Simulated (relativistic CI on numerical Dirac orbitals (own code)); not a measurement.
## C V: q coefficients

Computed by Dirac-Coulomb-Breit CI, orbitals from a KLI potential per configuration, valence Slater integrals scaled by 0.85, P86 correlation energy added to each configuration, derivatives by finite differences, QED left out (own radial code, finite nucleus).

Configuration list: 1s², 1s2s, 1s2p. Levels of other configurations are missing.

With x = (α/α₀)² − 1 an excitation energy changes as ω = ω₀ + qx; K = 2q/ω₀ is the relative enhancement. Terms are leading LS components, so labels can repeat.

Lowest level 1s² ¹S0.

| Level | ω₀ (cm⁻¹) | q (cm⁻¹) |
| --- | --- | --- |
| 1s2s ³S1 | 2407554 | 405.2 |
| 1s2s ¹S0 | 2445780 | 566 |
| 1s2p ³P°1 | 2452689 | 646.6 |
| 1s2p ³P°0 | 2452705 | 663.8 |
| 1s2p ³P°2 | 2452821 | 779.2 |
| 1s2p ¹P°1 | 2479599 | 656.9 |

Which transition from the lowest level has the largest |K|?

1s2p ³P°2 at 2452821 cm⁻¹, K = 0.000635.
